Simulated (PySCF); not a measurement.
How methods differ on the excitation energy of Hg

Hg [Xe] 4f14 5d10 6s2 (1S) → Hg [Xe] 4f14 5d10 6s1 6p1 (3P), as a difference of total energies. Computed with PySCF 2.14 in x2c-TZVPPall with one added diffuse shell each of s, p, d, f type (12s8p8d4f1g, 113 functions), with the spin-free X2C one-electron Hamiltonian (Gaussian nucleus). Correlated levels: valence: [Xe] 4f14 frozen. The calculations carry no spin-orbit coupling.

| method | excitation energy (eV) |
| --- | --- |
| UHF | 3.674 |
| MP2 (valence) | 5.290 |
| SCS-MP2 (valence) | 5.334 |
| CCSD (valence) | 4.994 |
| CCSD(T) (valence) | 5.098 |

Task: How much does correlation contribute at CCSD(T) (valence)?

Result: 5.098 − (3.674) = 1.424 eV, measured against UHF.

A first-order spin-orbit estimate (lowest level to lowest level, LS coupling) adds -0.461 eV.
